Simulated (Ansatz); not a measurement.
Molecular dynamics of H6C2O

The input (input.yaml):

```yaml
crystal:
  lattice:
    - [6.770809, 0.0, 0.0]
    - [0.0, 6.770809, 0.0]
    - [0.0, 0.0, 6.770809]
  atoms:
    - { symbol: C, position: [0.62937666, 0.00904414, 0.75951505] }
    - { symbol: C, position: [0.69392903, 0.12048989, 0.57757985] }
    - { symbol: O, position: [0.57163374, 0.07176944, 0.41333092] }
    - { symbol: H, position: [0.4613586, 0.16509352, 0.41624748] }
    - { symbol: H, position: [0.68766642, 0.28052796, 0.60185498] }
    - { symbol: H, position: [0.84608143, 0.08327011, 0.53818996] }
    - { symbol: H, position: [0.72520237, 0.04244022, 0.88377793] }
    - { symbol: H, position: [0.47799518, 0.04687985, 0.79975564] }
    - { symbol: H, position: [0.63442652, -0.14976903, 0.73066417] }
    - { symbol: C, position: [0.12399816, 0.36702061, 0.73123785] }
    - { symbol: C, position: [0.14945595, 0.45640978, 0.52855944] }
    - { symbol: O, position: [0.33390037, 0.39520403, 0.44715232] }
    - { symbol: H, position: [0.42003832, 0.51042447, 0.42566824] }
    - { symbol: H, position: [0.03129096, 0.40784061, 0.42872991] }
    - { symbol: H, position: [0.14332681, 0.6181045, 0.53608256] }
    - { symbol: H, position: [-0.02260656, 0.39649048, 0.79095671] }
    - { symbol: H, position: [0.14316477, 0.20732603, 0.72492108] }
    - { symbol: H, position: [0.23353989, 0.42814576, 0.83275602] }
    - { symbol: C, position: [0.67683049, 0.43537224, 0.08362426] }
    - { symbol: C, position: [0.57572398, 0.62774747, 0.13200213] }
    - { symbol: O, position: [0.60045235, 0.67307091, 0.33698021] }
    - { symbol: H, position: [0.57450104, 0.81447136, 0.35735614] }
    - { symbol: H, position: [0.63722825, 0.74774121, 0.04364442] }
    - { symbol: H, position: [0.41766273, 0.61735485, 0.09630634] }
    - { symbol: H, position: [0.65604471, 0.40174681, -0.07306377] }
    - { symbol: H, position: [0.83518761, 0.44359013, 0.11432776] }
    - { symbol: H, position: [0.61552279, 0.31276073, 0.16857373] }
    - { symbol: C, position: [0.19136561, 1.01685999, 0.1639837] }
    - { symbol: C, position: [0.03535054, 0.87735847, 0.08826721] }
    - { symbol: O, position: [0.06562263, 0.84929742, -0.11824851] }
    - { symbol: H, position: [-0.03780065, 0.76537432, -0.16721999] }
    - { symbol: H, position: [0.04354259, 0.73504707, 0.16584257] }
    - { symbol: H, position: [-0.11120558, 0.93962881, 0.11770224] }
    - { symbol: H, position: [0.18218954, 1.02701678, 0.32431842] }
    - { symbol: H, position: [0.33869957, 0.96508483, 0.12508889] }
    - { symbol: H, position: [0.17263346, 1.16480215, 0.10318601] }
basis:
  ecutwfc: 500.0
kpoints:
  mp_grid: { grid: [1, 1, 1] }
hamiltonian:
  xc: r2scan
  dispersion: d3bj
scf:
  occupations: { method: fermi_dirac, width: 0.05 }
  lower_state_search: "off"
md:
  timestep: 0.5
  n_steps: 30
  ensemble: nvt_langevin
  temperature: 350.0
  initial_velocities: maxwell_boltzmann
  seed: 884329
  friction: 0.02
```

Command:

```bash
$ ansatz run input.yaml --threads 1 --pin off --max-ram 3072MiB --backend cpu --events-out ev --progress --plain --runs-dir out
```

It starts from a partly relaxed structure (largest force component 0.30 eV/Å).

Output, in part (step lines):

```
md step     0: t =     0.00 fs  T =   340.3 K  F+E_penalty+E_count = -4674.37519200 eV  E_kin = 1.583435 eV  (9 SCF iters)
md step     1: t =     0.50 fs  T =   330.3 K  F+E_penalty+E_count = -4674.33535313 eV  E_kin = 1.536878 eV  (7 SCF iters)
md step     2: t =     1.00 fs  T =   307.9 K  F+E_penalty+E_count = -4674.22993273 eV  E_kin = 1.432641 eV  (7 SCF iters)
md step     3: t =     1.50 fs  T =   270.4 K  F+E_penalty+E_count = -4674.08988727 eV  E_kin = 1.258256 eV  (7 SCF iters)
md step     4: t =     2.00 fs  T =   229.3 K  F+E_penalty+E_count = -4673.95148016 eV  E_kin = 1.067020 eV  (7 SCF iters)
md step     5: t =     2.50 fs  T =   213.0 K  F+E_penalty+E_count = -4673.83650619 eV  E_kin = 0.991233 eV  (5 SCF iters)
md step     6: t =     3.00 fs  T =   206.2 K  F+E_penalty+E_count = -4673.76471492 eV  E_kin = 0.959710 eV  (6 SCF iters)
md step     7: t =     3.50 fs  T =   202.8 K  F+E_penalty+E_count = -4673.74579218 eV  E_kin = 0.943848 eV  (5 SCF iters)
md step     8: t =     4.00 fs  T =   206.1 K  F+E_penalty+E_count = -4673.76538480 eV  E_kin = 0.958885 eV  (5 SCF iters)
md step     9: t =     4.50 fs  T =   208.0 K  F+E_penalty+E_count = -4673.79596075 eV  E_kin = 0.968119 eV  (5 SCF iters)
md step    10: t =     5.00 fs  T =   224.6 K  F+E_penalty+E_count = -4673.81683166 eV  E_kin = 1.045297 eV  (7 SCF iters)
md step    11: t =     5.50 fs  T =   232.8 K  F+E_penalty+E_count = -4673.81265512 eV  E_kin = 1.083137 eV  (6 SCF iters)
md step    12: t =     6.00 fs  T =   210.7 K  F+E_penalty+E_count = -4673.77221335 eV  E_kin = 0.980368 eV  (5 SCF iters)
md step    13: t =     6.50 fs  T =   197.6 K  F+E_penalty+E_count = -4673.70452031 eV  E_kin = 0.919563 eV  (5 SCF iters)
md step    14: t =     7.00 fs  T =   180.7 K  F+E_penalty+E_count = -4673.63121740 eV  E_kin = 0.840972 eV  (6 SCF iters)
md step    15: t =     7.50 fs  T =   180.9 K  F+E_penalty+E_count = -4673.57470596 eV  E_kin = 0.841825 eV  (5 SCF iters)
md step    16: t =     8.00 fs  T =   178.3 K  F+E_penalty+E_count = -4673.54988508 eV  E_kin = 0.829491 eV  (5 SCF iters)
md step    17: t =     8.50 fs  T =   178.4 K  F+E_penalty+E_count = -4673.56687933 eV  E_kin = 0.829943 eV  (5 SCF iters)
md step    18: t =     9.00 fs  T =   196.1 K  F+E_penalty+E_count = -4673.63823167 eV  E_kin = 0.912466 eV  (6 SCF iters)
md step    19: t =     9.50 fs  T =   223.3 K  F+E_penalty+E_count = -4673.75472435 eV  E_kin = 1.039242 eV  (5 SCF iters)
md step    20: t =    10.00 fs  T =   247.6 K  F+E_penalty+E_count = -4673.87666997 eV  E_kin = 1.152101 eV  (7 SCF iters)
md step    21: t =    10.50 fs  T =   265.1 K  F+E_penalty+E_count = -4673.96672203 eV  E_kin = 1.233536 eV  (6 SCF iters)
md step    22: t =    11.00 fs  T =   279.4 K  F+E_penalty+E_count = -4673.99931774 eV  E_kin = 1.299932 eV  (6 SCF iters)
md step    23: t =    11.50 fs  T =   275.5 K  F+E_penalty+E_count = -4673.96750366 eV  E_kin = 1.282063 eV  (6 SCF iters)
md step    24: t =    12.00 fs  T =   266.6 K  F+E_penalty+E_count = -4673.88979399 eV  E_kin = 1.240788 eV  (5 SCF iters)
md step    25: t =    12.50 fs  T =   252.6 K  F+E_penalty+E_count = -4673.78876679 eV  E_kin = 1.175568 eV  (5 SCF iters)
md step    26: t =    13.00 fs  T =   232.2 K  F+E_penalty+E_count = -4673.68772952 eV  E_kin = 1.080489 eV  (5 SCF iters)
md step    27: t =    13.50 fs  T =   216.6 K  F+E_penalty+E_count = -4673.61496563 eV  E_kin = 1.008010 eV  (5 SCF iters)
md step    28: t =    14.00 fs  T =   216.3 K  F+E_penalty+E_count = -4673.57963463 eV  E_kin = 1.006355 eV  (5 SCF iters)
md step    29: t =    14.50 fs  T =   219.7 K  F+E_penalty+E_count = -4673.58009863 eV  E_kin = 1.022465 eV  (5 SCF iters)
md step    30: t =    15.00 fs  T =   222.9 K  F+E_penalty+E_count = -4673.61807518 eV  E_kin = 1.037427 eV  (7 SCF iters)
```

The run went to its last step. The mean temperature of the second half is 35 % below the set value. A run of 0.015 ps of so small a system gives no equilibrium averages. Limits of this set-up: coarse k mesh.

Mean squared displacements from the first frame to the last, about the centre of mass: C 0.01 Å², O 0.01 Å², H 0.02 Å².

Last frame:

```xyz
36
Lattice="6.7708 0.0000 0.0000 0.0000 6.7708 0.0000 0.0000 0.0000 6.7708" Properties=species:S:1:pos:R:3
C 4.325 0.002 5.153
C 4.650 0.743 3.842
O 3.762 0.429 2.770
H 3.083 1.125 2.713
H 4.477 1.895 4.062
H 5.661 0.562 3.511
H 5.060 0.240 5.898
H 3.343 0.307 5.529
H 4.253 -1.085 4.971
C 0.877 2.614 4.987
C 1.103 3.186 3.613
O 2.327 2.701 3.034
H 2.881 3.474 2.806
H 0.291 2.921 3.004
H 1.112 4.291 3.631
H -0.213 2.722 5.133
H 1.121 1.528 5.055
H 1.462 3.108 5.750
C 4.556 2.942 0.594
C 3.828 4.262 0.840
O 4.037 4.580 2.216
H 3.770 5.547 2.295
H 4.255 5.066 0.173
H 2.764 4.184 0.603
H 4.371 2.670 -0.440
H 5.583 3.066 0.890
H 4.148 2.126 1.149
C 1.252 6.915 1.016
C 0.229 5.903 0.616
O 0.479 5.675 -0.769
H -0.212 5.078 -1.038
H 0.342 4.984 1.221
H -0.835 6.370 0.785
H 1.207 7.044 2.137
H 2.318 6.607 0.817
H 1.170 7.897 0.493
```

Run time: 12 min on 1 thread of Arm Neoverse V1, on a shared host, peak memory 0.92 GiB.
